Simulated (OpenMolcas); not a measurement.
## Levels of Mn³⁺ by method

```yaml
Program: OpenMolcas
Basis: ANO-RCC-VTZP [6s5p3d2f1g]
Scalar_Hamiltonian: DKH2, point nucleus
Active_space: 10 electrons in 8 orbitals (RAS1 3p, at most 2 holes; RAS2 3d)
State_averaging: 2S+1 = 5 even, 5 roots; 2S+1 = 3 even, 45 roots; 2S+1 = 1 even, 44 roots
Spin-orbit_coupling: state interaction with AMFI integrals over the reference wave functions, term energies averaged over their components
```

Methods on the same reference wave functions:
A. RASSCF
B. SS-RASPT2, IPEA 0.25 Eh, imaginary shift 0.1 Eh (closed shells correlated: 3s)
C. MS-RASPT2, IPEA 0.25 Eh, imaginary shift 0.1 Eh (closed shells correlated: 3s)

Energies in cm-1 above 3d4 5D0, the measured ground level; measured values from Corliss and Sugar, J. Phys. Chem. Ref. Data 6, 1253 (1977).

```json
{"Level": "3d4 5D0", "A": "0.0", "B": "0.0", "C": "0.0", "Measured": "0.0"}
{"Level": "3d4 5D1", "A": "106", "B": "106", "C": "106", "Measured": "99.0"}
{"Level": "3d4 5D2", "A": "312", "B": "313", "C": "312", "Measured": "287"}
{"Level": "3d4 5D3", "A": "610", "B": "610", "C": "610", "Measured": "552"}
{"Level": "3d4 5D4", "A": "989", "B": "988", "C": "988", "Measured": "886"}
{"Level": "3d4 3P0(1)", "A": "21994", "B": "21140", "C": "21120", "Measured": "20654"}
{"Level": "3d4 3P1(1)", "A": "22619", "B": "21780", "C": "21750", "Measured": "21279"}
{"Level": "3d4 3P2(1)", "A": "23728", "B": "22880", "C": "22850", "Measured": "22325"}
{"Level": "3d4 3H4", "A": "25430", "B": "21630", "C": "21630", "Measured": "21281"}
{"Level": "3d4 3H5", "A": "25664", "B": "21860", "C": "21860", "Measured": "21475"}
{"Level": "3d4 3F2(1)", "A": "25750", "B": "23410", "C": "23400", "Measured": "22791"}
{"Level": "3d4 3F3(1)", "A": "25868", "B": "23500", "C": "23480", "Measured": "22862"}
{"Level": "3d4 3H6", "A": "25916", "B": "22110", "C": "22110", "Measured": "21679"}
{"Level": "3d4 3F4(1)", "A": "26022", "B": "23640", "C": "23610", "Measured": "22959"}
{"Level": "3d4 3G3", "A": "30216", "B": "26210", "C": "26200", "Measured": "25440"}
{"Level": "3d4 3G4", "A": "30481", "B": "26480", "C": "26470", "Measured": "25671"}
{"Level": "3d4 3G5", "A": "30740", "B": "26700", "C": "26700", "Measured": "25878"}
{"Level": "3d4 1G4(1)", "A": "36067", "B": "32370", "C": "32350", "Measured": ""}
{"Level": "3d4 3D3", "A": "37054", "B": "32620", "C": "32620", "Measured": "31385"}
{"Level": "3d4 3D2", "A": "37125", "B": "32710", "C": "32710", "Measured": "31474"}
{"Level": "3d4 3D1", "A": "37225", "B": "32800", "C": "32800", "Measured": "31581"}
{"Level": "3d4 1I6", "A": "38264", "B": "32510", "C": "32510", "Measured": ""}
{"Level": "3d4 1S0", "A": "38624", "B": "35390", "C": "35380", "Measured": ""}
{"Level": "3d4 1D2", "A": "43349", "B": "40780", "C": "40780", "Measured": ""}
```

Deviations, from unrounded energies. A percentage is the sum of absolute deviations over the sum of measured energies, with the sign that they share, or ± where signs differ.

```
                        Against measurement  Levels      A      B      C
             mean absolute deviation (cm-1)      19   3000    580    570
      fine structure of the ground term (%)       4  +10.6  +10.6  +10.5
other terms of the ground configuration (%)      15  +15.5   +2.9   +2.9
```

B, C lie about equally close to measurement and A furthest from it. The largest miss of C in the table is 3d4 3D3, by +1200 cm-1. The ranking rests on the paired levels alone, and a cruder setting can come out closer through cancelling errors.

Between B and C the level of the table that moves most is 3d4 3F4(1), by 36 cm-1 (lowest in C, highest in B). Moves below CASPT2's spread within the term are not significant.

The two smallest mean deviations differ by little beside CASPT2's spread within terms, so their order carries little weight.

From A to B the spin-free energies of the other terms of 3d4 shown, above 5D, scale by factors of 0.85 to 0.96, as is usual when dynamic correlation screens the repulsion within a d or f shell.

The lowest spin-free term lies below A's lowest term by 0.323 hartree in B, 0.323 hartree in C.

CASPT2 does not keep the components of a term degenerate, so their means are used; among the terms shown or strongly mixed into the levels shown the widest spread is 1300 cm-1 (3d4 1I, C). Active for correlation alone: 3p; no level in the range computed is led by a configuration that opens it, so any true level of that kind is missing. Without dynamic correlation excited terms often stand tens of per cent too high (terms of higher spin than the ground term too low), and those without a measured partner can miss by more than the paired ones (holds for A). The CASPT2 spread within a term exceeds the gap to the next term for 3d4 3H and 3d4 3P(1), 3d4 1G(1) and 3d4 1I, 3d4 1I and 3d4 3D, so the order of their levels is uncertain (holds for C). Measured partners are found by configuration, term and J. A level has none where our copy of the source lacks it or the pairing is in doubt (some pairs that miss far off the trend of their configuration count as doubtful), and it then counts in no deviation. Only configurations of the active space appear. The table leaves out levels that lie high or whose names do not pair safely across all columns.

A number in round brackets counts repeated terms of one configuration in the order of the reference energies.
